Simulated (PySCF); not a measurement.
# Mayer bond orders and bond lengths

C₆H₇O₃S₂ (charge -1).
SMILES with atom numbers: `[CH3:1][CH2:2][c:3]1[cH:4][cH:5][c:6]([S:7](=[O:8])(=[O:9])[O-:10])[s:11]1` (hydrogens: H12, H13, H14 on C1; H15, H16 on C2; H17 on C4; H18 on C5)

Structure used (GFN2-xTB), in Å, numbered top down from 1:
```xyz
18
C6H7O3S2 angstrom
C     -2.7512    0.9290   -0.0577
C     -2.1503   -0.4141    0.3624
C     -0.6858   -0.4617    0.0726
C     -0.0625   -1.0007   -1.0115
C      1.3419   -0.8146   -0.9866
C      1.7608   -0.1440    0.1124
S      3.3465    0.4813    0.6929
O      3.5380    1.6951   -0.0923
O      4.3098   -0.5751    0.4151
O      3.0815    0.7128    2.1094
S      0.4734    0.2866    1.1438
H     -3.8140    0.9673    0.1762
H     -2.2454    1.7357    0.4655
H     -2.6224    1.0787   -1.1270
H     -2.3125   -0.5568    1.4323
H     -2.6529   -1.2231   -0.1750
H     -0.5822   -1.5206   -1.8009
H      2.0185   -1.1694   -1.7432
```

Bond orders from the PBE0/pcSseg-1 density (PySCF). One conformer (not necessarily the lowest) at the GFN2-xTB geometry, without solvent, vibrations or thermal averaging. The pcSseg-1 basis has no diffuse functions, a weakness for an anion.

(1) How far do the computed orders between heavy atoms stray from the drawn ones?

(2) Set the Mayer orders of the bonds between heavy atoms beside their lengths.

## Answers

(1) The largest departure is 0.630, at S7–O10 (drawn single, 1.630), counting aromatic bonds as 1.5. Drawn single, order above 1.12: S7–O10 (1.630). Drawn single, order below 0.88: C6–S7 (0.798). Drawn double or triple, more than 0.30 short of the drawn order: S7–O8 (1.699). The bonds drawn aromatic range from 1.13 to 1.56. The SMILES, with its formal charges, is one Lewis structure only.

(2) 
```csv
bond,drawn as,length (Å),Mayer order
C1–C2,single,1.530,1.040
C2–C3,single,1.494,1.039
C3–C4,aromatic,1.362,1.562
C4–C5,aromatic,1.417,1.259
C5–C6,aromatic,1.354,1.561
C6–S7,single,1.801,0.798
S7–O8,double,1.458,1.699
S7–O9,double,1.456,1.701
S7–O10,single,1.459,1.630
C6–S11,aromatic,1.705,1.144
S11–C3,aromatic,1.747,1.126
```

By pair of heavy elements: C–C: lowest C2–C3 and C1–C2 (1.039, 1.494 Å), highest C3–C4 and C5–C6 (1.562, 1.362 Å). C–S: lowest C6–S7 (0.798, 1.801 Å), highest C6–S11 (1.144, 1.705 Å). O–S: lowest S7–O10 (1.630, 1.459 Å), highest S7–O9 and S7–O8 (1.701, 1.456 Å). Bonds named together lie within 0.004.

Question: And the bonds to hydrogen?

Answer: C–H: 0.94 to 0.99 (7 bonds).

Question: Sum the orders of all bonds at each heavy atom with more than one neighbour and set the sums beside the valence in the SMILES.

Answer: C1 3.946 (drawn 4), C2 3.970 (drawn 4), C3 3.727 (drawn 4), C4 3.807 (drawn 4), C5 3.798 (drawn 4), C6 3.503 (drawn 4), S7 5.828 (drawn 6), S11 2.270 (drawn 2). Orders between atoms that aren't bonded are not in these sums.

Mayer orders depend on the basis set.

These values come from a run that also computed NMR shieldings. Hardware: one thread of an Arm Neoverse V1, no GPU, shared host. Cost: 50 s.
